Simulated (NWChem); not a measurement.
Molecule: C2H4N2Si; SMILES N#C/N=C\[SiH3]

Program: NWChem. Geometry: optimised at PBE0/def2-SVP.

Q: Order these by “dipole (D)”, lowest first: Hartree-Fock/pcseg-1; Hartree-Fock/STO-3G; Hartree-Fock/def2-SVP.

A: Hartree-Fock/STO-3G (4.07), Hartree-Fock/def2-SVP (5.04), Hartree-Fock/pcseg-1 (5.38)
